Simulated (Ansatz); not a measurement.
Relaxation of CH6AlBS (10 atoms, charge 0, multiplicity 1), to a largest force component of 0.02 eV/Å in at most 50 steps.

Method: Ansatz, RKS PBE-D4/def2-SVP.

```xyz
10
Properties=species:S:1:pos:R:3
C -0.933 1.416 -0.323
B 0.011 0.149 -0.264
Al 0.385 -1.366 1.120
S 1.105 -0.145 -1.639
H -0.576 2.174 0.378
H -0.985 1.888 -1.304
H -1.951 1.185 -0.008
H -0.673 0.058 0.681
H -0.243 -1.639 2.527
H 1.699 -1.255 -1.149
```

**Question.** Where does it end, and by what steps?

**Answer.** The forces met the threshold. After 42 steps the energy has fallen by 3.047 eV; H9 moved furthest, 2.05 Å. Joined: Al3–S4 (3.10 → 2.51 Å).

```json
{"step": "0", "energy less start (eV)": "0.0000", "largest force component (eV/Å)": "2.400", "accepted": "yes"}
{"step": "2", "energy less start (eV)": "-1.6774", "largest force component (eV/Å)": "0.990", "accepted": "yes"}
{"step": "4", "energy less start (eV)": "-2.1649", "largest force component (eV/Å)": "0.579", "accepted": "yes"}
{"step": "6", "energy less start (eV)": "-2.3248", "largest force component (eV/Å)": "0.522", "accepted": "yes"}
{"step": "8", "energy less start (eV)": "-2.4484", "largest force component (eV/Å)": "0.273", "accepted": "yes"}
{"step": "10", "energy less start (eV)": "-2.5648", "largest force component (eV/Å)": "0.554", "accepted": "yes"}
{"step": "12", "energy less start (eV)": "-2.6631", "largest force component (eV/Å)": "0.448", "accepted": "yes"}
{"step": "14", "energy less start (eV)": "-2.7035", "largest force component (eV/Å)": "0.065", "accepted": "yes"}
{"step": "16", "energy less start (eV)": "-2.7279", "largest force component (eV/Å)": "0.515", "accepted": "yes"}
{"step": "18", "energy less start (eV)": "-2.7526", "largest force component (eV/Å)": "0.228", "accepted": "yes"}
{"step": "20", "energy less start (eV)": "-2.7974", "largest force component (eV/Å)": "0.324", "accepted": "yes"}
{"step": "22", "energy less start (eV)": "-2.8899", "largest force component (eV/Å)": "0.579", "accepted": "yes"}
{"step": "24", "energy less start (eV)": "-2.9619", "largest force component (eV/Å)": "1.051", "accepted": "yes"}
{"step": "26", "energy less start (eV)": "-3.0268", "largest force component (eV/Å)": "0.210", "accepted": "yes"}
{"step": "28", "energy less start (eV)": "-3.0363", "largest force component (eV/Å)": "0.033", "accepted": "yes"}
{"step": "30", "energy less start (eV)": "-3.0371", "largest force component (eV/Å)": "0.026", "accepted": "yes"}
{"step": "32", "energy less start (eV)": "-3.0382", "largest force component (eV/Å)": "0.104", "accepted": "yes"}
{"step": "34", "energy less start (eV)": "-3.0377", "largest force component (eV/Å)": "0.253", "accepted": "no"}
{"step": "36", "energy less start (eV)": "-3.0412", "largest force component (eV/Å)": "0.024", "accepted": "yes"}
{"step": "38", "energy less start (eV)": "-3.0426", "largest force component (eV/Å)": "0.165", "accepted": "no"}
{"step": "40", "energy less start (eV)": "-3.0465", "largest force component (eV/Å)": "0.039", "accepted": "yes"}
{"step": "42", "energy less start (eV)": "-3.0468", "largest force component (eV/Å)": "0.018", "accepted": "yes"}
```

```xyz
10
Properties=species:S:1:pos:R:3
C -0.898 1.668 -0.293
B -0.634 0.124 0.000
Al 0.639 -0.628 1.513
S 0.953 -0.623 -0.975
H -1.618 2.081 0.444
H 0.008 2.307 -0.263
H -1.354 1.791 -1.300
H -1.557 -0.684 -0.024
H 1.751 -1.657 2.074
H 0.548 -1.913 -1.158
```

Run time: 51 s on 2 threads of Intel(R) Xeon(R) Platinum 8488C (Sapphire Rapids), with other jobs on the host, peak memory 0.17 GiB.
